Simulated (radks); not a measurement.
Spherical jellium clusters: N electrons in a uniform positive sphere of charge N and radius rs N^(1/3), rs = 3.05 bohr. Method: non-relativistic Kohn-Sham, exchange-only LDA, spin-polarised, spherical densities; computed with a radial shooting solver with Libxc functionals. Levels are named by radial order and angular momentum (1s, 1p, 1d, 2s, ...), and open shells are averaged over m.

N = 4, configuration 1s2 1p(up 2, down 0). This is the lowest configuration that the search found. Occupied and some empty levels:

level,occupation,eigenvalue (eV),<r> (bohr)
1s up,1,-5.0958,3.660
1s down,1,-3.9120,3.490
1p up,2,-2.5104,4.974
1p down,0,-1.1369,5.226
2s up,0,-0.54263,8.874
1d up,0,-0.18940,7.922

Energy (eV): total -1.71152, kinetic 10.357, external -98.934, Hartree 46.003, exchange-correlation -13.092, background 53.955.
